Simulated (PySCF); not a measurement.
Shieldings and the share of exact exchange

Molecule: `C[Si@@H](O)O[SiH2]F`, CH7FO2Si2.

Cartesian coordinates in Å; atom numbers follow the order of the lines, from 1:
```xyz
13

C    -2.0186   -0.3995    0.1515
Si   -0.6238    0.8235    0.0446
O     0.1343    1.0907    1.4977
O     0.5079    0.1978   -1.0288
Si    2.0192   -0.3894   -0.7832
F     2.0163   -1.1036    0.6889
H    -2.8172   -0.0341    0.8152
H    -2.4513   -0.5766   -0.8455
H    -1.6602   -1.3653    0.5411
H    -1.0565    2.1551   -0.4438
H     0.5899    0.3329    1.8822
H     2.3251   -1.4297   -1.7936
H     3.0402    0.6865   -0.7359
```

GIAO shieldings (ppm, equivalent atoms averaged) in PySCF on the PBE0-D3(BJ)/def2-SVP geometry, basis pcSseg-1, gas phase, non-relativistic:

```tsv
functional	exact exchange (%)	σ(Si2)	σ(Si5)	σ(O4)	σ(O3)
BLYP	0	336.2	353.2	211.2	252.6
BP86	0	340.4	355.1	214.1	254.0
PBE	0	340.4	355.2	212.3	253.3
B3LYP	20	349.5	366.3	224.8	262.0
PBE0	25	357.5	372.6	229.3	265.0
mPW1PW91	25	357.1	372.4	230.2	265.3
HF	100	408.3	427.4	264.7	288.5
```

(1) Fit each shielding as a line in the percentage of exact exchange.

(2) What does the line predict for BHandHLYP (50 %), and what does the run give?

Results:

(1) σ(Si2) = 338.7 + 0.70 x (rms 1.9 ppm); σ(Si5) = 354.0 + 0.73 x (rms 1.1 ppm); σ(O4) = 214.0 + 0.52 x (rms 2.0 ppm); σ(O3) = 254.4 + 0.35 x (rms 1.4 ppm). The functionals also differ in their semilocal parts, which the line can't hold; Hartree–Fock has no correlation at all.

(2) σ(Si2): 373.7 predicted, 370.3 computed; σ(Si5): 390.5 predicted, 387.6 computed; σ(O4): 240.0 predicted, 241.2 computed; σ(O3): 271.9 predicted, 273.4 computed ppm.
